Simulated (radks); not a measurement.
The numbers below are computed, except where a source is named.
The manganese ion Mn+, 24 electrons, occupied as [Ar] 3d5 4s1. Code: a radial shooting solver on a logarithmic mesh with Libxc functionals. Model: scalar-relativistic Kohn-Sham, r2SCAN, spin-polarised, spherical densities, finite nucleus; open shells are filled with parallel spins first; meta-GGA in the generalised Kohn-Sham scheme; Fermi nuclear charge, rms radius 3.7057 fm.

Normalised radial functions P(r) = r R(r), r in bohr:

| r | 3p down | 3d up |
|---|---|---|
| 0.006688 | 0.0076 | 0.0000 |
| 0.008708 | 0.0125 | 0.0001 |
| 0.01134 | 0.0202 | 0.0002 |
| 0.01488 | 0.0330 | 0.0004 |
| 0.01938 | 0.0526 | 0.0008 |
| 0.02524 | 0.0823 | 0.0017 |
| 0.03312 | 0.1279 | 0.0036 |
| 0.04313 | 0.1906 | 0.0073 |
| 0.05616 | 0.2737 | 0.0145 |
| 0.07372 | 0.3775 | 0.0288 |
| 0.09599 | 0.4829 | 0.0541 |
| 0.125 | 0.5634 | 0.0977 |
| 0.1628 | 0.5734 | 0.1680 |
| 0.2136 | 0.4526 | 0.2764 |
| 0.2782 | 0.1721 | 0.4182 |
| 0.3622 | -0.2463 | 0.5851 |
| 0.4754 | -0.7178 | 0.7552 |
| 0.6191 | -1.0486 | 0.8763 |
| 0.8061 | -1.1221 | 0.9071 |
| 1.058 | -0.9267 | 0.8312 |
| 1.378 | -0.6025 | 0.6796 |
| 1.794 | -0.3020 | 0.4943 |
| 2.336 | -0.1123 | 0.3159 |
| 3.066 | -0.0276 | 0.1687 |
| 3.993 | -0.0042 | 0.0731 |
| 5.199 | -0.0003 | 0.0233 |
| 6.824 | 0.0000 | 0.0048 |
| 8.886 | 0.0000 | 0.0006 |

3p down: eigenvalue -59.762 eV, 1 radial node at r = 0.313 bohr, <r> = 0.909 bohr, 90 % of the charge inside 1.40 bohr. 3d up: eigenvalue -16.779 eV, 0 radial nodes, <r> = 1.16 bohr, 90 % of the charge inside 2.01 bohr.
